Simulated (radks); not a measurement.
The numbers below are computed, except where a source is named.
Task: These are the eigenvalues of the occupied orbitals of an atom or ion with whole-number occupations (Ry). Code: a radial shooting solver on a logarithmic mesh with Libxc functionals. Model: scalar-relativistic Kohn-Sham, PBEsol, spin-polarised, spherical densities, finite nucleus; Fermi nuclear charge, rms radius of each element as measured or else 0.836 A^(1/3) + 0.57 fm.

| orbital | eigenvalue |
|---|---|
| 1s up | -290.3953 |
| 1s down | -290.3929 |
| 2s up | -30.92255 |
| 2s down | -30.92015 |
| 2p up | -25.09490 |
| 2p down | -25.09261 |
| 3s up | -3.95865 |
| 3s down | -3.95104 |
| 3p up | -2.56067 |
| 3p down | -2.55039 |
| 4s up | -0.68794 |

Which element is it, and in what charge state? The configuration may be excited. Open shells, if any, are filled with parallel spins first.

Result: Z = 20, calcium, charge +1: Ca+ in [Ar] 4s1. The list shows which subshells hold electrons but not how many an open one holds; the 1s level, -145.2 hartree, gives Z - s = 17.0 by -(Z - s)^2/2, which with screening and relativity narrows Z to a few neighbours, and the depths of the outer levels then fix element, charge and occupations together.
